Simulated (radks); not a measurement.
Polarisability of the bromine ion Br6+, [Ar] 3d10 4s1, at imaginary frequency. Calculated with a radial shooting solver on a logarithmic mesh with Libxc functionals: scalar-relativistic Kohn-Sham, LDA (Slater exchange, Perdew-Wang correlation), spin-polarised, spherical densities, finite nucleus; open shells are filled with parallel spins first; Fermi nuclear charge, rms radius 4.1629 fm. Response by self-consistent Sternheimer equations with the Hartree and adiabatic LDA kernel, the relativistic mass of each level held fixed and spin-orbit coupling left out.

w (hartree)  alpha1(iw) (bohr^3)  alpha2(iw) (bohr^5)
0.00266                    2.114                2.095
0.0143                     2.113                2.095
0.0360                     2.109                2.094
0.0697                     2.094                2.091
0.118                      2.057                2.084
0.186                      1.979                2.067
0.280                      1.833                2.031
0.413                      1.597                1.962
0.605                      1.278                1.830
0.892                     0.9319                1.598
1.35                      0.6350                1.244
2.12                      0.4210               0.8145
3.59                      0.2699               0.4324
6.94                      0.1454               0.1809
17.5                     0.04443              0.04566

Static values: alpha1 = 2.114 bohr^3 (0.3133 angstrom^3; uncoupled 2.713), alpha2 = 2.095 bohr^5, alpha3 = 4.527 bohr^7. C6 = 2.995, C8 = 19.95, triple-dipole C9 = 4.145 atomic units. One-pole (London) frequency 4 C6 / (3 alpha1^2) = 0.893 hartree, against 3.581 for minus the highest occupied eigenvalue.
